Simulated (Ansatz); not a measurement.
Consider the ligand exchange at the Si–O bond: `BO[SiH2]N` + `[SiH3]S` → `N[SiH2]S[SiH3]` + `BO`.

Gas-phase electronic energies from Ansatz, PBE0-D4/def2-TZVP geometries. CCSD(T)/CBS adds triple-zeta CCSD(T) − MP2 to the extrapolated MP2 energy (def2 sets, frozen cores). This one scheme is used for every species. DFT in def2-TZVPP. B3LYP here is the variant with VWN-RPA as its local correlation; programs differ in this. Each species was taken in one conformer, which may not be the lowest.

Is it downhill or uphill in electronic energy at CCSD(T)/CBS, and by how much? (Best estimate.)

The calculation gave: Uphill: ΔE = +30.7 kJ/mol.

What do these levels give: PBE-D4, r2SCAN-D4, B2PLYP, r2SCAN, PBE0, B3LYP, HF/def2-TZVPP, MP2/def2-TZVPP, CCSD(T)/def2-TZVPP, HF/def2-QZVPP, MP2/def2-QZVPP, CCSD/CBS(def2)? (An estimate is asked.)

The calculation gave: PBE-D4 15.9, r2SCAN-D4 26.9, B2PLYP 37.3, r2SCAN 27.9, PBE0 23.5, B3LYP 39.8, HF/def2-TZVPP 53.5, MP2/def2-TZVPP 29.4, CCSD(T)/def2-TZVPP 33.6, HF/def2-QZVPP 55.3, MP2/def2-QZVPP 28.3, CCSD/CBS(def2) 34.8 kJ/mol.

Largest T1 diagnostic among the species: 0.014.

From PBE to PBE0 (25 % exact exchange), in def2-TZVPP and without D4, ΔE moves by +3.4 kJ/mol. In def2-TZVPP, CCSD(T) changes the Hartree–Fock value by −19.9 kJ/mol (the triples alone add −4.1 kJ/mol) and MP2 by −24.1 kJ/mol. The D4 term adds −6.9 kJ/mol with B3LYP and −3.8 kJ/mol with PBE0; it sums over pairs of atoms, weighted by their polarisabilities, and B3LYP, whose exchange is more repulsive, gets the larger term.
